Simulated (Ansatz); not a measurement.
Two isomers of CH5AlO2Si: A = `[OH][Al]1[O]C[SiH2]1`, B = `O=[C]([AlH2])O[SiH3]`.

Program: Ansatz. Geometries: PBE0-D4/def2-TZVP. ΔE: electronic, gas phase. CCSD(T)/CBS is the MP2 limit (def2-TZVPP, def2-QZVPP) plus CCSD(T) − MP2 in def2-TZVPP, frozen cores. DFT in def2-TZVPP. B3LYP here is the variant with VWN-RPA as its local correlation; programs differ in this. One conformer a species, not always the lowest.

Task: Which isomer does CCSD(T)/CBS put lower? Give the gap. (An estimate is asked.)

Result: Computed: A, by 40.4 kcal/mol.

Task: Give E(B) − E(A) in kcal/mol with HF/def2-TZVPP, PBE-D4, B3LYP-D4, r2SCAN-D4, PBE0-D4, CCSD/def2-TZVPP, B2PLYP. (Estimate.)

Result: The calculation gave: HF/def2-TZVPP 27.5, PBE-D4 40.8, B3LYP-D4 35.9, r2SCAN-D4 40.5, PBE0-D4 42.3, CCSD/def2-TZVPP 38.5, B2PLYP 37.0. None reverses the order clearly.

Largest T1 diagnostic: 0.016.

In def2-TZVPP, CCSD(T) changes the Hartree–Fock value by +11.0 kcal/mol (the triples alone add +0.1 kcal/mol) and MP2 by +13.0 kcal/mol. From PBE to PBE0 (25 % exact exchange), in def2-TZVPP and without D4, E(B) − E(A) moves by +1.6 kcal/mol.
